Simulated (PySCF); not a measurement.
Do core-level shifts follow atomic charges?

Species: C3H6BF2N.
Geometry (PBE0-D3(BJ)/def2-SVP, Å), atoms numbered from 1 in this order:
```xyz
13
C3H6BF2N angstrom
B      2.669    0.707   -0.164
N      1.282    0.092    0.024
C      0.238   -0.372    0.156
C     -1.086   -0.941    0.313
C     -2.148    0.098    0.654
F     -3.325   -0.541    0.771
F     -1.851    0.674    1.831
H      2.863    1.403    0.822
H      3.441   -0.240   -0.238
H      2.606    1.351   -1.202
H     -1.373   -1.459   -0.615
H     -1.069   -1.687    1.124
H     -2.239    0.886   -0.113
```

Binding energies: delta-SCF UKS SCAN, pcX-2 on the ionised atom, pcseg-1 elsewhere, spin-free X2C in PySCF. Charges: PBE0/pcSseg-1 ground-state density, for the ionised atom.

```csv
atom,environment,C 1s (eV),Mulliken (e),IAO (e),Hirshfeld (e),ESP (e)
C3,triply bonded carbon,293.22,+0.254,+0.195,+0.161,+0.333
C4,chain CH2 carbon,293.63,-0.236,-0.325,-0.048,-0.396
C5,CHF2 carbon,296.93,+0.526,+0.466,+0.164,+0.509
```

Q: How well does each charge scheme correlate with the binding energies over these sites?

A: Mulliken: r = 0.71, slope 3.7 eV per e; IAO: r = 0.69, slope 3.5 eV per e; ESP: r = 0.57, slope 2.4 eV per e; Hirshfeld: r = 0.42, slope 7.1 eV per e. On 3 points no scheme stands out.

Q: The point-charge model writes a binding energy as kq + V + constant, with V the potential of the other atoms' charges at the site. What does it give with the Mulliken charges?

A: V = Σ 14.40 eV Å × q/r over all other atoms: -2.99 eV at C3, +7.79 eV at C4, -4.27 eV at C5. Fitting binding energy − V to q gives k = 20.3 eV per e and leaves an rms residual of 0.23 eV, against 1.18 eV for the fit on q alone. The model has no term for differences in relaxation between sites.

The structure is a single PBE0-D3(BJ)/def2-SVP conformer in the gas phase; no vibrational or solvent corrections.
